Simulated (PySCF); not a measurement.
Ligand exchange on a metal centre used in film growth or etching (Ta Cl-OH). All species are isolated molecules in the gas phase. One relaxed conformer stands for each flexible species; it need not be the lowest.

The LUMO from two functionals at the same geometries (BP86-D3(BJ)/def2-SVP), both in PySCF: PBE-D3(BJ)/def2-TZVP and TPSSh-D3(BJ)/def2-TZVP. 

| species | PBE-D3(BJ)/def2-TZVP (eV) | TPSSh-D3(BJ)/def2-TZVP (eV) |
|---|---|---|
| 0 of 5 Cl replaced by OH | -4.49 | -4.24 |
| 1 of 5 Cl replaced by OH ([Ta(Cl)4(OH)]) | -3.62 | -3.34 |
| 2 of 5 Cl replaced by OH ([Ta(Cl)3(OH)2]) | -3.39 | -3.08 |
| 3 of 5 Cl replaced by OH ([Ta(Cl)2(OH)3]) | -2.60 | -2.23 |
| 5 of 5 Cl replaced by OH ([Ta(OH)5]) | -1.83 | -1.41 |

Over these rows, drawn at random from the members with no instability flagged (it was tested for open shells, ions and some series alone), PBE minus TPSSh-D3(BJ): mean -0.33 eV, from -0.42 eV to -0.25 eV.
